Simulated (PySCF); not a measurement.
C3H7BO2, SMILES C1C(CB1O)O.

Coordinates come from a B3LYP-D3(BJ)/def2-SVP optimisation. This is a generated structure with no PubChem entry under its InChIKey; it may be hypothetical. The values are those of a single conformer.

Two levels are set side by side: PBE/def2-TZVP (PySCF) and M06-2X/def2-TZVP (PySCF). Same geometry, gas phase. Differences are taken from unrounded values.

| quantity | M06-2X | PBE | PBE minus M06-2X |
|---|---|---|---|
| orbital gap (eV) | 10.17 | 5.16 | -5.01 |
| highest occupied level (eV) | -9.02 | -5.94 | 3.08 |
| lowest empty level (eV) | 1.15 | -0.78 | -1.93 |
| dipole moment (D) | 0.99 | 0.91 | -0.08 |
| mean polarisability (bohr³) | 54.5 | 58.1 | 3.6 |

PBE's occupied levels lie high since its potential decays too fast outside the molecule; exact exchange lowers them and widens the gap. Loosely held outer electrons make PBE densities more polarisable. Differences between two approximate levels are no errors against the true value.

Rough cost on one machine, each run with all the roots and properties that it gave: M06-2X against PBE about 4 times.
